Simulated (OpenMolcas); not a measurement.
## 5s2 5p3 along the 51-electron sequence

```yaml
Program: OpenMolcas 26.06
Method: CASSCF
Basis: ANO-R3
Scalar_Hamiltonian: X2C, finite nucleus
Spin-orbit_coupling: state interaction with AMFI integrals over the reference wave functions, term energies averaged over their components
```

Active space for each ion: 5 electrons in 4 orbitals (5s 5p).

Computed levels in cm-1 above 4S* 3/2:

```
                                Level    Te+    I2+   Xe3+
                              2D* 3/2  14067  15609  17038
                              2D* 5/2  16313  18929  21549
                              2P* 1/2  22720  26416  30010
                              2P* 3/2  25670  31010  36606
weight of 4S* in the lowest level (%)     96     94     91
```

Mixed levels, with the weight of the term that names them: I2+ 2P* 3/2 (75 %), Xe3+ 2D* 3/2 (75 %), Xe3+ 2P* 3/2 (72 %).

Measured, with the error of the calculation in %. Measured levels: Te+ from NIST Handbook of Basic Atomic Spectroscopic Data; Xe3+ from Saloman, J. Phys. Chem. Ref. Data 33, 765 (2004).

```json
{"Level": "2D* 3/2", "Te+": "10222 (+37.6)", "Xe3+": "13267 (+28.4)"}
{"Level": "2D* 5/2", "Te+": "12422 (+31.3)", "Xe3+": "17511 (+23.1)"}
{"Level": "2P* 1/2", "Te+": "20547 (+10.6)", "Xe3+": "28036 (+7.0)"}
{"Level": "2P* 3/2", "Te+": "24032 (+6.8)", "Xe3+": "35650 (+2.7)"}
```

2D* 3/2 changes by a factor of 1.21 over the same range, with steps per unit of Z of +1540, +1430 cm-1.

Computed and measured levels are paired by configuration, term and J; levels that our copy of the source lacks, or whose pairing is in doubt (as where it misses far off the trend of its configuration), stay unpaired and out of the deviations. Levels of configurations outside the active space are missing.

* marks odd parity.
